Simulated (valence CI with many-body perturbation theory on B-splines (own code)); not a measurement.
**Sensitivity of CI+MBPT for Cu XXV**

Computed by valence CI with perturbative core correlation (CI+MBPT): three valence electrons over a frozen Dirac-Fock core [He], a basis of 6 s, 6 p, 5 d, 3 f, 1 g functions for each j, with the one-electron correlation potential Σ1 (screened to all orders), the two-electron term Σ2, the three-electron term Σ3, Breit, model QED; selected single and double excitations, second order for the rest, scaled by the run's own slope (own B-spline code, finite nucleus).

No measured spectrum was set against this ion. As an estimate, levels of excited configurations hold to 0.05 to 0.15 % of their energy, terms of the ground configuration to about 0.5 %.

The reference run has the lowest level 2s2 2p 2P°_1/2 and an ionisation energy of 2307.80 eV. Its largest variational space holds 4301 state functions.

Names give the largest LS component (configuration and term), which can be under half, so a name can repeat, a term be missing and a line seem to break the LS rules; names also repeat where a configuration has a term twice.

Changed runs:
A. correlating orbitals by l 3 3 3 2 1 → 4 4 0 0 0; selection threshold (hartree) 2e-08 → 2e-07
B. scale of Σ2 1 → 0.5
C. scale of Σ1 1 → 0; scale of Σ2 1 → 0; three-electron term on → off
D. correlating orbitals by l 3 3 3 2 1 → 0 0 0 0 0 (bad on purpose)

Excitation energies of the reference run in cm⁻¹, and shifts in cm⁻¹:

| Level | Reference | A | B | C | D |
| --- | --- | --- | --- | --- | --- |
| 2s2 2p 2P°_3/2 | 191281 | -31 | -2.5 | -166 | -45 |
| 2s 2p2 4P_1/2 | 484882 | -2374 | +93 | +1530 | -3145 |
| 2s 2p2 4P_3/2 | 583932 | -2714 | +90 | +1379 | -3661 |
| 2s 2p2 4P_5/2 | 661866 | -2149 | +111 | +1404 | -3065 |
| 2s 2p2 2D_3/2 | 902394 | +3464 | +396 | +2301 | +3375 |
| 2s 2p2 2D_5/2 | 955201 | +2644 | +295 | +1953 | +2360 |
| 2s 2p2 2P_1/2 | 1011450 | +4375 | +926 | +3596 | +5166 |
| 2s 2p2 2S_1/2 | 1215050 | +3748 | +475 | +2517 | +4823 |
| 2s 2p2 2P_3/2 | 1228160 | +5203 | +1263 | +4084 | +5758 |
| 2p3 4S°_3/2 | 1513300 | +220 | +1336 | +5732 | -367 |
| 2p3 2D°_3/2 | 1683850 | +4320 | +1128 | +5243 | +4167 |
| 2p3 2D°_5/2 | 1735690 | +4977 | +1082 | +5102 | +4698 |
| Ionisation energy (eV) | 2307.80 | -0.56 | +0.031 | -0.23 | -0.53 |
